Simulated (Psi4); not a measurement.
CH5S (SMILES C[SH2+]), charge +1, singlet, geometry from GFN2-xTB; CCSD(T)/cc-pVDZ (Psi4).

The Psi4 input:
```
memory 2 GB

molecule mol {
1 1
  C    -0.037477    1.185303   -0.115257
  S    -0.020954   -0.617729    0.151580
  H     1.251603   -0.853955   -0.249962
  H    -1.068270    1.523544   -0.034385
  H     0.546279    1.644049    0.679892
  H     0.372452    1.446031   -1.085848
  H    -0.541943   -0.987819   -1.043428
}

set basis cc-pvdz
set reference rhf

energy('ccsd(t)')
print_variables()
```

The log (banner, timings and long lists left out):

```
   => Loading Basis Set <=

    Name: CC-PVDZ
    Role: ORBITAL
    Keyword: BASIS

         ---------------------------------------------------------
                                   SCF
               by Justin Turney, Rob Parrish, Andy Simmonett
                          and Daniel G. A. Smith
                              RHF Reference
         ---------------------------------------------------------

  ==> Geometry <==

    Molecular point group: c1
    Full point group: C1

    Geometry (in Angstrom), charge = 1, multiplicity = 1:

       Center              X                  Y                   Z               Mass
    ------------   -----------------  -----------------  -----------------  -----------------
         C           -0.026149734885     1.241063722921    -0.150268286725    12.000000000000
         S           -0.009626734885    -0.561968277079     0.116568713275    31.972071174400
         H            1.262930265115    -0.798194277079    -0.284973286725     1.007825032230
         H           -1.056942734885     1.579304722921    -0.069396286725     1.007825032230
         H            0.557606265115     1.699809722921     0.644880713275     1.007825032230
         H            0.383779265115     1.501791722921    -1.120859286725     1.007825032230
         H           -0.530615734885    -0.932058277079    -1.078439286725     1.007825032230

  Running in c1 symmetry.

  Rotational constants: A =      2.51599  B =      0.40709  C =      0.40367 [cm^-1]
  Rotational constants: A =  75427.41121  B =  12204.10472  C =  12101.72356 [MHz]
  Nuclear repulsion =   64.581697057656058

  Charge       = 1
  Multiplicity = 1
  Electrons    = 26
  Nalpha       = 13
  Nbeta        = 13

  ==> Algorithm <==

  SCF Algorithm Type is PK.
  DIIS enabled.
  MOM disabled.
  Fractional occupation disabled.
  Guess Type is SAD.
  Energy threshold   = 1.00e-08
  Density threshold  = 1.00e-08
  Integral threshold = 1.00e-12

  ==> Primary Basis <==

  Basis Set: CC-PVDZ
    Blend: CC-PVDZ
    Number of shells: 29
    Number of basis functions: 57
    Number of Cartesian functions: 59
    Spherical Harmonics?: true
    Max angular momentum: 2

  ==> Integral Setup <==

  Using in-core PK algorithm.
   Calculation information:
      Number of atoms:                   7
      Number of AO shells:              29
      Number of primitives:             97
      Number of atomic orbitals:        59
      Number of basis functions:        57

      Integral cutoff                 1.00e-12
      Number of threads:                 1

  Performing in-core PK
  Using 2734062 doubles for integral storage.
  We computed 94830 shell quartets total.
  Whereas there are 94830 unique shell quartets.

  ==> DiskJK: Disk-Based J/K Matrices <==

    J tasked:                  Yes
    K tasked:                  Yes
    wK tasked:                  No
    Schwarz Cutoff:          1E-12

  Minimum eigenvalue in the overlap matrix is 1.1841217725E-02.
  Reciprocal condition number of the overlap matrix is 2.4084914275E-03.
    Using symmetric orthogonalization.

  ==> Pre-Iterations <==

  SCF Guess: Superposition of Atomic Densities via on-the-fly atomic UHF (no occupation information).

   -------------------------
    Irrep   Nso     Nmo
   -------------------------
     A         57      57
   -------------------------
    Total      57      57
   -------------------------

  ==> Iterations <==

                        Total Energy        Delta E     RMS |[F,P]|

   @RHF iter SAD:  -438.07868150185993   -4.38079e+02   0.00000e+00
   @RHF iter   1:  -437.96513233431477    1.13549e-01   4.86677e-03 ADIIS/DIIS
   @RHF iter   2:  -438.02362007707723   -5.84877e-02   1.54315e-03 ADIIS/DIIS
   @RHF iter   3:  -438.02897494327777   -5.35487e-03   5.01040e-04 ADIIS/DIIS
   @RHF iter   4:  -438.02974270659121   -7.67763e-04   1.14828e-04 ADIIS/DIIS
   @RHF iter   5:  -438.02978102871413   -3.83221e-05   2.50472e-05 DIIS
   @RHF iter   6:  -438.02978381765359   -2.78894e-06   5.22017e-06 DIIS
   @RHF iter   7:  -438.02978393211140   -1.14458e-07   1.42784e-06 DIIS
   @RHF iter   8:  -438.02978394202199   -9.91059e-09   4.07438e-07 DIIS
   @RHF iter   9:  -438.02978394299180   -9.69806e-10   8.40721e-08 DIIS
   @RHF iter  10:  -438.02978394303454   -4.27463e-11   1.64137e-08 DIIS
   @RHF iter  11:  -438.02978394303557   -1.02318e-12   2.20647e-09 DIIS
  Energy and wave function converged.

  ==> Post-Iterations <==

    Orbital Energies [Eh]
    ---------------------

    Doubly Occupied:

[...]
      13A     -0.721445

    Virtual:

[...]
    Final Occupation by Irrep:
              A
    DOCC [    13 ]
    NA   [    13 ]
    NB   [    13 ]

  @RHF Final Energy:  -438.02978394303557

   => Energetics <=

    Nuclear Repulsion Energy =             64.5816970576560578
    One-Electron Energy =                -724.1527092939112435
    Two-Electron Energy =                 221.5412282932196035
    Total Energy =                       -438.0297839430356248

Computation Completed

Properties will be evaluated at   0.000000,   0.000000,   0.000000 [a0]

Properties computed using the SCF density matrix

 Multipole Moments:

 ------------------------------------------------------------------------------------
     Multipole            Electronic (a.u.)      Nuclear  (a.u.)        Total (a.u.)
 ------------------------------------------------------------------------------------

 L = 1.  Multiply by 2.5417464519 to convert [e a0] to [Debye]
 Dipole X            :         -0.3221552            0.5779371            0.2557819
 Dipole Y            :         -2.8450224            2.8450649            0.0000426
 Dipole Z            :          1.2081779           -1.7863538           -0.5781759
 Magnitude           :                                                    0.6322276

 ------------------------------------------------------------------------------------

 MINTS: Wrapper to libmints.
   by Justin Turney

[...]

	Size of irrep 0 of tijab amplitudes:       0.327 (MW) /      2.617 (MB)
	Total:                                     0.327 (MW) /      2.617 (MB)

	Nuclear Rep. energy          =     64.58169705765606
	SCF energy                   =   -438.02978394303557
	One-electron energy          =   -724.15270947013084
	Two-electron energy          =    221.54122846943935
	Reference energy             =   -438.02978394303540

            **************************
            *                        *
            *        CCENERGY        *
            *                        *
            **************************

    Nuclear Rep. energy (wfn)     =   64.581697057656058
    SCF energy          (wfn)     = -438.029783943035568
    Reference energy    (file100) = -438.029783943035397

    Input parameters:
    -----------------
    Wave function   =     CCSD_T
    Reference wfn   =     RHF
    Brueckner       =     No
    Maxiter         =     50
    R_Convergence   =     1.0e-07
    E_Convergence   =     1.0e-06
    Restart         =     Yes
    DIIS            =     Yes
    AO Basis        =     NONE
    ABCD            =     NEW
    Cache Level     =     2
    Cache Type      =     LOW
    Print Level     =     1
    Num. of threads =     1
    # Amps to Print =     10
    Print MP2 Amps? =     No
    Analyze T2 Amps =     No
    Print Pair Ener =     No
    Local CC        =     No
    SCS-MP2         =     False
    SCSN-MP2        =     False
    SCS-CCSD        =     False

MP2 correlation energy -0.2957639717967547
                Solving CC Amplitude Equations
                ------------------------------
  Iter             Energy              RMS        T1Diag      D1Diag    New D1Diag    D2Diag
  ----     ---------------------    ---------   ----------  ----------  ----------   --------
     0        -0.295763971796755    0.000e+00    0.000000    0.000000    0.000000    0.129075
     1        -0.323014918710135    5.441e-02    0.004405    0.014123    0.014123    0.141470
     2        -0.333330581710880    1.819e-02    0.005638    0.017729    0.017729    0.149988
     3        -0.333902678281402    4.301e-03    0.006083    0.019581    0.019581    0.151321
     4        -0.333959101908196    1.382e-03    0.006190    0.020072    0.020072    0.151775
     5        -0.333964818510948    3.922e-04    0.006230    0.020294    0.020294    0.151836
     6        -0.333962416907298    1.261e-04    0.006243    0.020369    0.020369    0.151845
     7        -0.333962740837980    3.680e-05    0.006246    0.020389    0.020389    0.151850
     8        -0.333962735363837    1.064e-05    0.006247    0.020394    0.020394    0.151851
     9        -0.333962498546083    2.891e-06    0.006247    0.020395    0.020395    0.151851
    10        -0.333962514330003    8.839e-07    0.006247    0.020395    0.020395    0.151851
    11        -0.333962530722028    2.755e-07    0.006247    0.020395    0.020395    0.151851
    12        -0.333962539560260    9.661e-08    0.006247    0.020395    0.020395    0.151851

    Iterations converged.

    Largest TIA Amplitudes:
             12   2        -0.0111649524
             10  21        -0.0097196579
             12  12         0.0093786780
              8   1        -0.0091032000
              8  22         0.0075993737
              8   6        -0.0062759746
              9  21         0.0062204256
             10   8         0.0060183131
              9   7         0.0057485617
             11  22        -0.0048111574

    Largest TIjAb Amplitudes:
      8   8   1   1        -0.0389247577
     12  12   1   1        -0.0293545956
     10  10   2   2        -0.0270338213
     12  12  10  10        -0.0248337718
     12  12   0   0        -0.0232505113
     11  11  18  18        -0.0229199641
     12  12   2   2        -0.0229077693
     11  11   4   4        -0.0228973963
      9  12   1   1         0.0210874773
     12   9   1   1         0.0210874773

    SCF energy       (wfn)                    = -438.029783943035568
    Reference energy (file100)                = -438.029783943035397

    Opposite-spin MP2 correlation energy      =   -0.232421809463687
    Same-spin MP2 correlation energy          =   -0.063342162333068
    Singles MP2 correlation energy            =   -0.000000000000000
    MP2 correlation energy                    =   -0.295763971796755
      * MP2 total energy                      = -438.325547914832157

    Opposite-spin CCSD correlation energy     =   -0.272878824750966
    Same-spin CCSD correlation energy         =   -0.061083714809294
    Singles CCSD correlation energy           =    0.000000000000000
    CCSD correlation energy                   =   -0.333962539560260
      * CCSD total energy                     = -438.363746482595673

            **************************
            *                        *
            *        CCTRIPLES       *
            *                        *
            **************************

    Wave function   =    CCSD_T
    Reference wfn   =      RHF

    Nuclear Rep. energy (wfn)                =   64.581697057656058
    SCF energy          (wfn)                = -438.029783943035568
    Reference energy    (file100)            = -438.029783943035397
    CCSD energy         (file100)            =   -0.333962539560260
    Total CCSD energy   (file100)            = -438.363746482595673

    Number of ijk index combinations:              455
    Approx. words needed per explicit thread:          340736
    Number of threads for explicit ijk threading:    1

    MKL num_threads set to 1 for explicit threading.

    (T) energy                                =   -0.008738344634364
      * CCSD(T) total energy                  = -438.372484827230039

  Variable Map:
  ----------------------------------------------------------------------------
[...]
  Array Variable Map:
  ----------------------------------------------------------------------------
[...]
[...]
```
